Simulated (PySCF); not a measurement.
**Löwdin shares of the frontier orbitals**

Species: C₂H₆FNSi.
SMILES with atom numbers: `[CH2:1]=[N:2][Si@@H:3]([CH3:4])[F:5]` (hydrogens: H6, H7 on C1; H8 on Si3; H9, H10, H11 on C4)

Cartesian coordinates in Å at the PBE0-D3(BJ)/def2-SVP level; atoms count from 1:
```
atom  x, y, z in Å
C1    -2.047    1.013   -0.031
N2    -1.020    0.684   -0.687
Si3    0.069   -0.624   -0.335
C4     1.772    0.054   -0.045
F5    -0.415   -1.423    1.008
H6    -2.397    0.489    0.882
H7    -2.665    1.875   -0.348
H8     0.003   -1.588   -1.464
H9     2.122    0.599   -0.935
H10    1.768    0.750    0.807
H11    2.486   -0.756    0.171
```

Method: TDDFT wB97X-D/def2-SVPD, vertical, gas phase, core orbitals frozen in the response in PySCF 2.14.0, density-fitted response routines.

Frontier orbitals with the atoms that hold most of them (Löwdin shares over 4%, at most four atoms; ? is withheld):

| orbital | ε (eV) | atoms |
| --- | --- | --- |
| HOMO-3 | -12.56 | Si3 21%, C4 19%, F5 15%, H8 15% |
| HOMO-2 | -12.25 | N2 37%, C1 24%, C4 10%, F5 9% |
| HOMO-1 | -10.84 | C4 24%, Si3 21%, H8 16%, N2 14% |
| HOMO | -9.31 | ? |
| LUMO | 0.77 | ? |
| LUMO+1 | 2.27 | Si3 30%, C1 23%, C4 9%, F5 9% |
| LUMO+2 | 2.67 | C4 26%, Si3 15%, H10 10%, H11 9% |

(1) Give the leading atoms of the HOMO.

(2) Give the leading atoms of the LUMO.

(3) The HOMO–LUMO gap is 10.08 eV. Where does the response calculation put the lowest singlet, and from which orbitals?

(4) One configuration dominates each of S1, S2 and S3. Which, and how do the shares of the two leading atoms of either orbital change from the occupied to the empty one?

Answers

(1) N2 (bonded to C and Si) 58%; C1 (bonded to N and 2 H) 18%; H6 (bonded to C) 7%; Si3 (bonded to C, F, N and H) 7%.

(2) C1 (bonded to N and 2 H) 42%; N2 (bonded to C and Si) 34%; H7 (bonded to C) 6%; H6 (bonded to C) 6%. By element: carbon 42% or more, nitrogen 34%, hydrogen 13% or more.

(3) S1 is at 4.20 eV (f = 0.0002), 5.88 eV below the gap, made of HOMO→LUMO (98%). 

(4) 
- S1 (4.20 eV, f 0.0002), HOMO→LUMO (98%): N2 58% → 34%, C1 18% → 42%
- S2 (7.19 eV, f 0.0087), HOMO→LUMO+1 (83%): N2 58% → at most 9%, C1 18% → 23%, Si3 7% → 30%
- S3 (7.58 eV, f 0.295), HOMO-1→LUMO (98%): C4 24% → at most 7%, Si3 21% → at most 7%, C1 at most 15% → 42%, N2 14% → 34%

Löwdin shares depend on the basis, the more so with diffuse functions.

Time: 32 s wall. Hardware: one thread of an Arm Neoverse V1, no GPU (shared host).

One conformer stands for the species.
